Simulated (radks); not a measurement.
Species: Nb. Configuration: [Kr] 4d4 5s1. Method: scalar-relativistic Kohn-Sham, LDA (Slater exchange, VWN5 correlation), spin-polarised, spherical densities, point nucleus; open shells are filled with parallel spins first (spin-orbit coupling, left out, can overturn this in heavy ions); hard spherical wall at 10 bohr; computed with a radial shooting solver on a logarithmic mesh with Libxc functionals. Some entries of the table are withheld. Estimate them.

orbital,occ.,eigenvalue (hartree),<r^2> (bohr^2)
1s up,1,-690.1963,0.001761
1s down,1,-690.1958,0.001761
2s up,1,-96.55057,0.02951
2s down,1,-96.53898,0.02951
2p up,3,-86.27557,0.02321
2p down,3,-86.26656,0.02321
3s up,1,-16.07219,0.2261
3s down,1,-16.06344,0.2260
3p up,3,-12.71466,0.2323
3p down,3,-12.70516,0.2321
3d up,5,-7.20820,0.2267
3d down,5,-7.19551,0.2264
4s up,1,-2.15893,1.530
4s down,1,-2.09210,1.512
4p up,3,-1.28612,1.967
4p down,3,-1.21123,1.935
5s up,1,-0.16993,(1)
4d up,4,-0.13839,(2)
5s down,0,-0.10198,(3)
4d down,0,-0.05234,(4)
5p up,0,-0.04789,22.71
5p down,0,-0.00232,27.13
6s up,0,0.07784,40.63
6s down,0,0.10520,40.70
4f up,0,0.16342,41.23
4f down,0,0.18177,43.92

Answer. 
(1) 5s up <r^2> (bohr^2): 14.32
(2) 4d up <r^2> (bohr^2): 5.955
(3) 5s down <r^2> (bohr^2): 17.06
(4) 4d down <r^2> (bohr^2): 7.002
